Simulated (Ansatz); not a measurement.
Total energies of C₂H₈BClSi, SMILES `CB[SiH](C)Cl`.

```xyz
13

C    -0.734    1.849    1.113
B     0.327    1.071    0.301
Si    0.388   -0.938    0.160
C     0.316   -1.543   -1.608
Cl   -1.203   -1.789    1.196
H    -0.254    1.948    2.105
H    -1.672    1.319    1.290
H    -0.921    2.870    0.775
H     1.220    1.675   -0.234
H     1.621   -1.464    0.812
H     1.169   -1.156   -2.171
H     0.345   -2.634   -1.640
H    -0.601   -1.209   -2.099
```

Total charge 0; spin multiplicity 1. All single points use the PBE0-D4/def2-TZVP geometry. It is one conformer, not always the lowest. Basis def2-TZVPP, the Gaussian-basis code of Ansatz.

RPA on PBE orbitals: Hartree–Fock energy of these orbitals -853.56741 Eh, correlation -1.34229 Eh (frozen core).

```
             functional  energy without D4 (Eh)  D4 term (kJ/mol)
            LDA (SPW92)              -851.95102                 –
                    PBE              -855.16935             -27.8
                 revPBE              -855.49431             -79.6
                   BLYP              -855.59588             -60.1
                 r2SCAN              -855.54891              -7.1
                 B97M-V              -855.50029                 –
                   PBE0              -855.26359             -23.8
                  B3LYP              -855.72451             -44.8
                r2SCANh              -855.54389              -7.6
                r2SCAN0              -855.53737              -8.4
HSE06 (plane-wave form)              -855.24179             -22.3
                  BHLYP              -855.61295             -35.2
              CAM-B3LYP              -855.62703             -24.4
                LC-ωPBE              -855.39101                 –
                ωB97X-V              -855.53625                 –
                ωB97M-V              -855.56149                 –
                 B2PLYP              -855.31574                 –
               PBE-QIDH              -855.08142                 –
```

B3LYP takes the VWN-RPA correlation (the form of Gaussian; ORCA's B3LYP/G). HSE06 is the plane-wave form, built on full-range PBE exchange. The double hybrids freeze the cores in their second-order part.

LC-ωPBE has ω = 0.4 bohr⁻¹.
